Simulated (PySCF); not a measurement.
Atom-mapped SMILES (the numbers label the heavy atoms): `[Cl:1][BH:2][C@:3]12[CH2:4][C@H:5]1[CH2:6]2`; H(Xn) means a hydrogen on atom n. Ha(C6) is cis to C4 on the ring; Ha(C4) is cis to C6 on the ring; Hb(C6) is trans to C4 on the ring; Hb(C4) is trans to C6 on the ring.

Geometry: PBE0-D3(BJ)/def2-SVP; GIAO absolute shieldings from PySCF 2.14.0 with density-fitted response routines, gas phase, non-relativistic, averaged over equivalent atoms.

At BHandHLYP/pcSseg-1 (139 basis functions, 14 s wall time on 1 thread of an Arm Neoverse V1, shared host):
| atoms | σ (ppm) |
| --- | --- |
| Cl1 | 747.0 |
| B2 | 36.1 |
| C4/C6 | 146.8 |
| C5 | 165.1 |
| C3 | 175.2 |
| H(B2) | 25.20 |
| H(C5) | 29.29 |
| Hb(C4)/Hb(C6) | 29.62 |
| Ha(C4)/Ha(C6) | 30.45 |

Question: Predict the values at CAM-B3LYP/pcSseg-1 on the same geometry.

Answer: 
```csv
atoms,σ at CAM-B3LYP/pcSseg-1,change
Cl1,714.1,-32.9
B2,28.6,-7.5
C4/C6,144.0,-2.8
C5,161.3,-3.8
C3,170.7,-4.5
H(B2),24.91,-0.29
H(C5),29.12,-0.17
Hb(C4)/Hb(C6),29.50,-0.12
Ha(C4)/Ha(C6),30.32,-0.13
```

The largest change is at Cl1 (chlorine bonded to B). Cost: 139 basis functions, 19 s wall time on 1 thread of an Arm Neoverse V1, shared host. The order of the carbon signals is the same at both levels.

A carbon bonded to boron is broadened by the quadrupolar boron nucleus and is often missing from a measured spectrum.
